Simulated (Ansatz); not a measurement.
Series (HZnX)2: vertical triplet (eV) at several levels, gas phase, relaxed structures; Ansatz. The structures are stationary points that may keep the symmetry of their start. Remarks come from the PBE and PBE0 runs and from stability tests at other levels; not every state was tested. HOMO above LUMO (over both spins in singlets and doublets, within one spin in higher multiplets; at PBE or PBE0), or a gap under 0.15 eV within one spin, warns that the state may not be the lowest or that an electron is smeared out.

```json
{"species": "(HZn-mu-F)2 (Zn2H2F2)", "state": "singlet", "geometry": "r2SCAN-D4/def2-SVP", "PBE-D4/def2-TZVP": "5.74", "r2SCAN-D4/def2-TZVP": "6.11", "PBE0-D4/def2-TZVP": "6.38", "remarks": "–"}
{"species": "(HZn-mu-OH)2 (Zn2O2H4)", "state": "singlet", "geometry": "r2SCAN-D4/def2-SVP", "PBE-D4/def2-TZVP": "5.42", "r2SCAN-D4/def2-TZVP": "5.82", "PBE0-D4/def2-TZVP": "6.17", "remarks": "gap within one spin near zero at PBE or PBE0 (triplet)"}
```

Q: Estimate the rows for (HZn-mu-Cl)2 (Zn2H2Cl2) (singlet, r2SCAN-D4/def2-SVP geometry).

A: 
```tsv
species	state	geometry	PBE-D4/def2-TZVP	r2SCAN-D4/def2-TZVP	PBE0-D4/def2-TZVP
(HZn-mu-Cl)2 (Zn2H2Cl2)	singlet	r2SCAN-D4/def2-SVP	5.63	5.96	6.15
```

Over the 3 species that have every level, the mean is 5.60 at PBE-D4/def2-TZVP, 5.96 at r2SCAN-D4/def2-TZVP, 6.23 at PBE0-D4/def2-TZVP.
